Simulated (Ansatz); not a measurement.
Relaxation of CH$_{7}$BClNO (12 atoms, charge 0, multiplicity 1), to a largest force component of 0.03 eV/Å in at most 50 steps.

All numbers below come from RHF/6-31G* in Ansatz 0.2.0.

```xyz
12
Properties=species:S:1:pos:R:3
B -0.097 -0.612 -0.578
C -0.002 -0.185 2.216
H -1.082 -0.269 2.178
H 0.306 -0.152 3.257
H 0.306 0.733 1.736
Cl 1.415 0.246 -0.996
N -1.313 0.063 -0.711
H -2.198 -0.341 -0.499
H -1.359 1.022 -0.974
O 0.033 -1.944 -0.250
H -0.791 -2.376 -0.073
H 0.458 -1.051 1.736
```

Question: Where does it end, and by what steps?

Answer: It converged. The force dipped under the threshold on the way, but the program's further checks kept it going. After 23 steps the energy has fallen by 0.341 eV; Cl6 moved furthest, 1.48 Å.

| step | energy less start (eV) | largest force component (eV/Å) | accepted |
| --- | --- | --- | --- |
| 0 | 0.0000 | 1.082 | yes |
| 1 | -0.1707 | 0.801 | yes |
| 2 | -0.2748 | 0.359 | yes |
| 3 | -0.3076 | 0.288 | yes |
| 4 | -0.3222 | 0.184 | yes |
| 5 | -0.3280 | 0.345 | yes |
| 6 | -0.3304 | 0.126 | yes |
| 7 | -0.3341 | 0.069 | yes |
| 8 | -0.3353 | 0.055 | yes |
| 9 | -0.3359 | 0.073 | yes |
| 10 | -0.3362 | 0.140 | yes |
| 11 | -0.3373 | 0.075 | yes |
| 12 | -0.3378 | 0.033 | yes |
| 13 | -0.3382 | 0.116 | yes |
| 14 | -0.3387 | 0.044 | yes |
| 15 | -0.3392 | 0.037 | yes |
| 16 | -0.3388 | 0.158 | no |
| 17 | -0.3398 | 0.020 | yes |
| 18 | -0.3400 | 0.090 | yes |
| 19 | -0.3404 | 0.053 | yes |
| 20 | -0.3407 | 0.012 | yes |
| 21 | -0.3411 | 0.019 | yes |
| 22 | -0.3381 | 0.281 | no |
| 23 | -0.3413 | 0.023 | yes |

```xyz
12
Properties=species:S:1:pos:R:3
B -0.118 -0.709 -1.281
C -0.038 -0.189 2.974
H -1.046 -0.552 3.146
H 0.543 -0.303 3.881
H -0.073 0.858 2.697
Cl 1.207 -0.227 -2.382
N -1.260 0.097 -1.217
H -2.039 -0.090 -0.625
H -1.354 0.925 -1.760
O 0.072 -1.843 -0.568
H -0.649 -2.078 -0.001
H 0.428 -0.757 2.177
```

Run time: 72 s on 1 thread of Arm Neoverse V1 (shared host), peak memory 0.18 GiB.
